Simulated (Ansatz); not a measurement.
The cluster Be2I5⁻. Charge -1, multiplicity 1. Geometry r2SCAN-D4/def2-SVPD, basis def2-TZVPD, Ansatz.

```xyz
7

Be   -0.0129   -1.5670    1.1890
Be    0.1729    1.5390   -1.2131
I     1.4733   -0.2588   -0.2211
I     0.9071    2.1611   -3.2955
I     1.0294   -2.4927    3.0107
I    -1.4261    2.5526    0.0482
I    -2.1437   -1.9342    0.4816
```

```tsv
run	HOMO (eV)	LUMO (eV)
A	-2.83	1.28
B	-3.11	1.60
C	-3.92	1.98
D	-3.66	1.88
```

In the def2 sets I takes a core potential; there is no spin–orbit coupling. B3LYP takes the VWN-RPA correlation. Another isomer (singlet) lies 0.24 eV lower at PBE0-D4/def2-TZVPD; other spin states weren't run for this one.

Task: The runs used B3LYP, PBE, PBE0, r2SCAN. Estimate which is which.

Result: A PBE (0 % exact exchange); B r2SCAN (0 % exact exchange); C PBE0 (25 % exact exchange); D B3LYP (20 % exact exchange). Exact exchange lowers occupied and raises empty levels; among semilocal functionals meta-GGAs tend to open the gap a little, and such runs are hard to tell apart. The gap grows from 4.11 eV (PBE) to 5.90 eV (PBE0).
